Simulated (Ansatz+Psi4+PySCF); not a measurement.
# septet MnH: levels of theory in one basis

```yaml
atoms:
  - { symbol: Mn, position_ang: [0.0000, 0.0000, 0.0000] }
  - { symbol: H, position_ang: [0.0000, 0.0000, 1.7310] }
```

Basis set: cc-pVTZ (spherical functions). Frozen core: 9 orbitals. Correlation on ROHF uses semicanonical orbitals with singles. Charge 0, multiplicity 7.

Computed with Ansatz (development build ahead of 0.2.0) and Psi4 1.11; each method stands on the lowest determinant of its kind that the runs found.

```json
{"method": "ROHF", "E − E(ROHF) (eV)": "0.00", "<S²> of the determinant": "12.00"}
{"method": "UHF", "E − E(ROHF) (eV)": "-0.05", "<S²> of the determinant": "12.00"}
{"method": "ROHF-MP2", "E − E(ROHF) (eV)": "-3.43", "<S²> of the determinant": "–"}
{"method": "UHF-MP2", "E − E(ROHF) (eV)": "-3.45", "<S²> of the determinant": "12.00"}
{"method": "ROHF-CCSD", "E − E(ROHF) (eV)": "-3.85", "<S²> of the determinant": "–"}
{"method": "UHF-CCSD", "E − E(ROHF) (eV)": "-3.88", "<S²> of the determinant": "12.00"}
{"method": "ROHF-CCSD(T)", "E − E(ROHF) (eV)": "-3.94", "<S²> of the determinant": "–"}
{"method": "UHF-CCSD(T)", "E − E(ROHF) (eV)": "-3.96", "<S²> of the determinant": "12.00"}
```
